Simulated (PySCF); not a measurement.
## How methods differ on the ionisation energy of Cu

Cu [Ar] 3d10 4s1 (2S) → Cu⁺ [Ar] 3d10 (1S), as a difference of total energies. Computed with PySCF 2.14 in Sapporo-DKH3-DZP-2012, with scalar relativity by spin-free X2C-1e. Correlated levels: valence: [Ar] frozen. The calculations carry no spin-orbit coupling.

```
           method  ionisation energy (eV)
              UHF                   6.569
             TPSS                   8.009
             BP86                   8.381
    MP2 (valence)                   7.352
SCS-MP2 (valence)                   7.230
   CCSD (valence)                   7.266
CCSD(T) (valence)                   7.348
```

Question: How much does correlation contribute at CCSD(T) (valence)?

Answer: 7.348 − (6.569) = 0.779 eV, measured against UHF.

Errors of the correlated levels include the incompleteness of this basis and the frozen core.

For comparison: 7.726 eV (measured; NIST Atomic Spectra Database, ionization energies).
